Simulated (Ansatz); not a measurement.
All values below come from B3LYP-D3(BJ)/def2-TZVP // PBE0-D3(BJ)/def2-SVP (Ansatz, a quantum-chemistry and plane-wave program). Isolated molecules, 0 K electronic values unless said otherwise. B3LYP has the VWN-RPA correlation part, as in Gaussian.  In the def2 sets, heavy atoms carry core potentials.

Reference species (SMILES): `C=[CH][Sn]([Cl])([Cl])[Cl]` (neutral, multiplicity 1).

```
Quantity                                  Result
--------------------------------------  --------
HOMO                                    -8.80 eV
dipole moment                             3.65 D
vertical ionisation energy (Delta-SCF)  10.69 eV
LUMO                                    -2.56 eV
```

Changed species: `[c]1([Sn]([Cl])([Cl])[Cl])ccccc1` (Y = phenyl; the reference has Y = vinyl).

What does the change do to the HOMO, dipole moment, vertical ionisation energy (Delta-SCF) and LUMO?

the HOMO rises by 0.95 eV, to -7.85 eV; the dipole moment rises by 0.84 D, to 4.49 D; the vertical ionisation energy (Delta-SCF) falls by 0.94 eV, to 9.75 eV; the LUMO rises by 0.07 eV, to -2.49 eV.
